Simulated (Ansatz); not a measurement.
Reaction (formal exchange of groups at the Si–C bond): `CB[SiH2]C` + `CBCC` → `CB[SiH2]BC` + `CCC`

Calculated with Ansatz (gas phase, PBE0-D4/def2-TZVP geometries, no zero-point term in ΔE). CBS: MP2 limit from def2 TZ/QZ plus the TZ coupled-cluster correction, frozen cores. DFT in def2-TZVPP. B3LYP here is the variant with VWN-RPA as its local correlation; programs differ in this. One conformer a species, not always the lowest.

`CB[SiH2]C`:

Z-matrix (Å, degrees):
```
C
B 1 1.552
H 1 1.093 2 114.5
H 1 1.091 2 116.4 3 130.5
H 1 1.105 2 103.1 3 -113.5
Si 2 2.018 1 124.7 3 -150.2
H 2 1.202 1 117.9 3 33.1
C 6 1.879 2 114.9 1 1.1
H 6 1.496 2 107.7 1 123.2
H 6 1.495 2 109.0 1 -122.1
H 8 1.092 6 111.3 2 179.3
H 8 1.093 6 110.9 2 -60.5
H 8 1.093 6 110.8 2 59.2
```

`CBCC`:

```xyz
13

C    -0.019   -1.713    0.358
B     0.874   -0.608   -0.281
C     0.485    0.897   -0.417
C    -0.878    1.351    0.086
H     0.409   -1.912    1.353
H     0.049   -2.668   -0.170
H    -1.068   -1.449    0.505
H     1.969   -0.924   -0.671
H     0.610    1.150   -1.482
H     1.289    1.478    0.059
H    -1.688    0.830   -0.432
H    -1.034    2.422   -0.061
H    -0.998    1.147    1.153
```

`CB[SiH2]BC`:

Cartesian coordinates in Å:
```
C 1.800 0.885 -1.780
B 0.685 -0.126 -1.401
Si 0.562 -1.017 0.404
B -0.722 0.193 1.381
C -2.250 -0.067 1.453
H 2.501 0.290 -2.391
H 1.463 1.691 -2.438
H 2.381 1.294 -0.951
H -0.154 -0.387 -2.220
H 1.894 -1.069 1.077
H 0.021 -2.405 0.296
H -0.278 1.167 1.927
H -2.649 -0.791 0.740
H -2.397 -0.503 2.456
H -2.857 0.843 1.446
```

`CCC`:

```xyz
11

C     0.465   -1.197   -0.035
C     0.522    0.317    0.067
C    -0.851    0.962   -0.015
H     0.018   -1.511   -0.982
H    -0.141   -1.623    0.770
H     1.460   -1.644    0.027
H     1.003    0.603    1.009
H     1.160    0.713   -0.730
H    -0.791    2.051    0.059
H    -1.501    0.609    0.791
H    -1.343    0.720   -0.962
```

(1) Is it downhill or uphill in electronic energy at CCSD(T)/CBS, and by how much? (Best estimate.)

(2) What do these levels give: B2PLYP, PBE0, B3LYP, SCS-MP2/def2-TZVPP, HF/def2-QZVPP, CCSD/CBS(def2)? (Best estimate.)

Largest T1 diagnostic among the species: 0.013.

Results:

(1) The calculation gave: Uphill: ΔE = +12.0 kcal/mol.

(2) Ansatz gave: B2PLYP 12.2, PBE0 10.9, B3LYP 11.7, SCS-MP2/def2-TZVPP 12.7, HF/def2-QZVPP 13.1, CCSD/CBS(def2) 12.4 kcal/mol.

From PBE to PBE0 (25 % exact exchange), in def2-TZVPP and without D4, ΔE moves by +1.2 kcal/mol.
